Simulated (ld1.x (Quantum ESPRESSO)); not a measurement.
**What one change does to a pseudopotential (tin (Sn), TM)**

| Item | Value |
| --- | --- |
| Element | tin (Sn) |
| Generator | ld1.x (Quantum ESPRESSO) 7.5 |
| Type | norm-conserving Troullier–Martins (Kleinman–Bylander form) |
| Functional | PBEsol |
| Relativity | fully relativistic |
| Frozen core | [Kr] 4d10 |
| Valence charge | 4 |
| Reference configuration | 5s2 5p2 |
| Partial waves | 5s (bound): rc 1.45 bohr; 5p (bound): rc 1.80 bohr; 5d channel at 0.35 Ry: rc 1.95 bohr |
| Local potential | all-electron potential smoothed inside 1.25 bohr (lloc = -1) |
| Core correction | none |

Open shells are filled in proportion to 2j + 1 (rel_dist='average').

Change: local potential the p channel.

Cutoffs: the cutoffs (Ry, on a coarse ladder) from which the occupation-weighted sum of valence levels, in a spherical-Bessel basis at the reference potential, stays within 10 and 1 mRy of its value at 400 Ry; they do not see the model core or the augmentation charge, which bear on the density cutoff. Errors are all-electron minus pseudo energies relative to the spin-unpolarised reference configuration.

Question: What does the change do?

Answer: The potential gets neither clearly harder nor softer (45 Ry and 160 Ry → 45 Ry and 160 Ry); the bound ghosts move from d, p, s to d, s; the miss of the reference levels goes from 0.00 to 0.33 eV; of the 7 tests that both files solve, the error grows in 6 and shrinks in 1 by more than 15 % and 0.3 meV (median size 6.1 → 18.4 meV); the range in which the p3/2 phases agree narrows (upper end at the end of the scan → -0.2); the range in which the d3/2 phases agree widens (upper end 0.6 → 1.9). In the separable form a ghost depends on how the local part lies against the semilocal potential of the channel, so the choice of the local part can create or remove one. In the changed file the local p channel has no projectors, so it cannot carry the spin–orbit splitting, and the file is wrong for that shell.

| quantity | base | changed |
| --- | --- | --- |
| cutoff, loose | 45 Ry | 45 Ry |
| cutoff, tight | 160 Ry | 160 Ry |
| loose cutoff by channel (10 mRy a level) | s 40 Ry, p 30 Ry | s 40 Ry, p 25 Ry |
| bound ghosts | d3/2, d5/2, s, p3/2, p1/2 | s, d3/2, d5/2 |
| largest miss of a reference level, eV | 0.00 | 0.33 |
| error for 5s2 5p1, meV [ΔE 6.91 eV] | -6.1 | +26 |
| error for 5s2 5p0, meV [ΔE 20.90 eV] | -21 | +54 |
| error for 5s1 5p0, meV [ΔE 51.91 eV] | +9.3 | +99 |
| error for 5s2 5p1.5, meV [ΔE 2.63 eV] | -1.3 | +13 |
| error for 5s1 5p3, meV [ΔE 6.99 eV] | +19 | -3.8 |
| error for 5s1 5p2, meV [ΔE 14.58 eV] | +4.4 | +18 |
| error for 5s2 5p2.3, meV [ΔE -0.86 eV] | -0.3 | -6.8 |
| s: phases at 2.16 bohr within 0.05 rad from the reference energy up to (Ry; the scan ends near 5) | 4.1 | to the end of the scan |
| p1/2: phases at 2.16 bohr within 0.05 rad from the reference energy up to (Ry; the scan ends near 5) | to the end of the scan | n/a |
| p3/2: phases at 2.16 bohr within 0.05 rad from the reference energy up to (Ry; the scan ends near 5) | to the end of the scan | -0.2 |
| d3/2: phases at 2.16 bohr within 0.05 rad from the reference energy up to (Ry; the scan ends near 5) | 0.6 | 1.9 |
| d5/2: phases at 2.16 bohr within 0.05 rad from the reference energy up to (Ry; the scan ends near 5) | 0.5 | 1.9 |

 A true bound ghost makes a file unfit for plane-wave use even where its test errors are small: the radial tests pick states by their node count and pass the ghost by.
